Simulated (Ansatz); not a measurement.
Breaking the Si1–Cl2 bond in SiCl (multiplicity 2 held). Energies count from the point at 2.084 Å.


Unrestricted levels (U-) break spin symmetry where that is lower. Active spaces are followed from rest. Levels need not reach the same state.

Frozen-core correlation.

Run with Ansatz (a first-principles code). 

U-PBE/cc-pV(T+d)Z gives 96.91 kcal/mol for the energy at R = 8.335 Å.

Question: Where do these levels fall relative to PBE: U-r2SCAN/cc-pV(T+d)Z, U-B3LYP/cc-pV(T+d)Z, U-wB97X-V/cc-pV(T+d)Z, U-MP2/cc-pV(T+d)Z, U-CCSD(T)/cc-pV(T+d)Z, SC-NEVPT2 on CASSCF(11,8)/cc-pV(T+d)Z, FIC-MRCISD+Q on CASSCF(11,8)/cc-pV(T+d)Z.

Answer: U-r2SCAN/cc-pV(T+d)Z 1.18; U-B3LYP/cc-pV(T+d)Z -0.52; U-wB97X-V/cc-pV(T+d)Z 6.70; U-MP2/cc-pV(T+d)Z 3.45; U-CCSD(T)/cc-pV(T+d)Z -0.41; SC-NEVPT2 on CASSCF(11,8)/cc-pV(T+d)Z 2.10; FIC-MRCISD+Q on CASSCF(11,8)/cc-pV(T+d)Z -1.26 kcal/mol. 4 of 7 lie above PBE; the widest gap is to U-wB97X-V/cc-pV(T+d)Z.

Doubts at one or more of the structures used: a spin-contaminated determinant (U-PBE/cc-pV(T+d)Z, U-r2SCAN/cc-pV(T+d)Z, U-B3LYP/cc-pV(T+d)Z, U-wB97X-V/cc-pV(T+d)Z, U-MP2/cc-pV(T+d)Z, U-CCSD(T)/cc-pV(T+d)Z); the program's own flag: passed over end (SC-NEVPT2 on CASSCF(11,8)/cc-pV(T+d)Z).
